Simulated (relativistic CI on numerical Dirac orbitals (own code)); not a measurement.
Hyperfine structure of Hg¹⁶⁺, mass number 199

Calculated at this level of theory: Dirac-Coulomb-Breit CI, orbitals from a KLI potential per configuration, model QED (radiative potential, 1s self-energy scaled to tabulated hydrogen-like ionisation energies), unscaled Slater integrals (own radial code, finite nucleus).

Configurations in the expansion (outside the closed core [Kr] 4d10): 4f14 5s2 5p2, 4f14 5s 5p3, 4f14 5s2 5p 5d, 4f13 5s2 5p3, 4f14 5s 5p2 5d, 4f14 5s2 5p 5f, 4f14 5s2 5p 5g, 4f14 5s 5p2 5f, 4f14 5s2 5p 6s, 4f13 5s2 5p2 5d, 4f14 5p4, 4f13 5p5, 4f14 5s2 5d2, 4f14 5s 5d3, 4f14 5s2 5f2, 4f14 5s 5d 5f2. Double excitations out of closed p, d and f shells are left out; levels of such configurations are missing from the list, as are those of other unlisted configurations, and high levels can miss mixing partners. Some configurations lack a partner that the ground configuration has and come out too high, among them 4f13 5s2 5p2 5d, 4f14 5s 5p2 5f.

Nuclear spin I = 1/2, μ = 0.5039 μN (tables of Stone and Pyykkö). The electronic factors are computed for point nuclear moments, without core polarisation or the Bohr-Weisskopf and QED corrections.

| Level | E (cm⁻¹) | A (MHz) |
| --- | --- | --- |
| 4f14 5s2 5p2 3P_1 | 174803 | -17390 |
| 4f14 5s2 5p2 1D_2 | 190968 | 44570 |
| 4f14 5s2 5p2 3P_2 | 378432 | 14370 |
| 4f13 5s2 5p3 3D_1 | 592092 | -1793 |
| 4f13 5s2 5p3 3F_2 | 609554 | 4957 |

Levels with J = 0, under 50 % of one LS term, or S terms without an open s electron are left out. Small factors come from cancelling terms and can be off by tens of per cent or more.

At this charge transitions that keep the count of f electrons are usually good to a few per cent. Levels that differ in their count of f electrons can be misplaced by several ten thousand cm⁻¹, since the correlation energy of f electrons is missing or only estimated; rates across such gaps can be off by orders of magnitude.

(1) Give the hyperfine levels of 4f14 5s2 5p2 3P_1 relative to its centre of gravity.

Answers

(1) With K = F(F + 1) − I(I + 1) − J(J + 1), E = AK/2: F = 1/2: 17390, F = 3/2: -8696 MHz.

LS names give the leading component of a level, which can be under half, so a name can repeat, a term be missing and a line seem to break the LS rules.
